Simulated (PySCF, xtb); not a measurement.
H4OSeSiZn, SMILES [SiH3][O][Zn][SeH]. Other conformers were not sampled.

Harmonic wavenumbers (cm⁻¹) from xtb with GFN2-xTB at its own minimum, in rising order: 31, 41, 80, 116, 129, 214, 348, 527, 602, 610, 762, 789, 824, 963, 2078, 2181, 2202, 2240.

What does PySCF with PBE-D3(BJ)/def2-SVP give at its own minimum? (Estimate from the structure and the level; the computed values follow.)

28, 41, 52, 104, 134, 262, 518, 577, 697, 712, 908, 917, 976, 978, 2117, 2121, 2162, 2347. Paired by order, the mean absolute difference is 67 cm⁻¹ and the zero-point energies are 21.1 and 22.4 kcal/mol.
